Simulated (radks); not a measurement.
Task: These are the eigenvalues of the occupied orbitals of an atom or ion with whole-number occupations (eV). Method: scalar-relativistic Kohn-Sham, PBE, spin-polarised, spherical densities, finite nucleus; Fermi nuclear charge, rms radius of each element as measured or else 0.836 A^(1/3) + 0.57 fm; computed with a radial shooting solver on a logarithmic mesh with Libxc functionals.

1s: -33700.79
2s: -5798.157
2p: -5279.081
3s: -1691.885
3p: -1523.120
3d: -1274.379
4s: -752.2459

Which element is it, and in what charge state? The configuration may be excited. Open shells, if any, are filled with parallel spins first.

Result: Z = 53, iodine, charge +23: I23+ in [Ar] 3d10 4s2. The list shows which subshells hold electrons but not how many an open one holds; the 1s level, -1238.5 hartree, gives Z - s = 49.8 by -(Z - s)^2/2, which with screening and relativity narrows Z to a few neighbours, and the depths of the outer levels then fix element, charge and occupations together.
